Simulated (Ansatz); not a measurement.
Isolated molecules relaxed with PBE0-D4/def2-TZVP in Ansatz; ΔE leaves out vibrations. CCSD(T)/CBS is the MP2 limit (def2-TZVPP, def2-QZVPP) plus CCSD(T) − MP2 in def2-TZVPP, frozen cores. This one scheme is used for every species. Functionals use def2-TZVPP. Each species was taken in one conformer, which may not be the lowest.

`N[Si]1(F)CS1` + H₂ → `N[SiH]1CS1` + H–F  (hydrogenolysis of the Si–F bond)

```
       species  PBE-D4 energy (Eh)
`N[Si]1(F)CS1`          -882.48526
            H₂            -1.16621
  `N[SiH]1CS1`          -783.21505
           H–F          -100.39347
```

**Question.** Work out ΔE.

**Answer.** ΔE = (-783.21505) + (-100.39347) − (-882.48526) − (-1.16621) = 0.04295 Eh = +112.8 kJ/mol. CCSD(T)/CBS gives +117.5 kJ/mol.

Largest T1 diagnostic among the species: 0.011.

The D4 term adds +3.3 kJ/mol with B3LYP and +1.7 kJ/mol with PBE0; it sums over pairs of atoms, weighted by their polarisabilities, and B3LYP, whose exchange is more repulsive, gets the larger term.

B3LYP here is the variant with VWN-RPA as its local correlation; programs differ in this.
